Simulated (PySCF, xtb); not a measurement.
Al(H)2(SMe) (CH₅AlS), SMILES C[S][AlH2].

Harmonic wavenumbers (cm⁻¹) from GFN2-xTB (xtb) at its own minimum, in rising order: 68, 164, 175, 427, 500, 550, 680, 768, 935, 940, 1310, 1428, 1448, 1768, 1833, 2927, 3044, 3048.

Task: What does PBE0-D3(BJ)/def2-TZVP in PySCF give at its own minimum? (An estimate is asked for; the answer gives what the named calculation found.)

Result: 92, 184, 243, 475, 518, 575, 724, 758, 975, 983, 1351, 1469, 1478, 1924, 1953, 3066, 3159, 3161. Paired by order, the mean absolute difference is 61 cm⁻¹ and the zero-point energies are 31.5 and 33.0 kcal/mol.
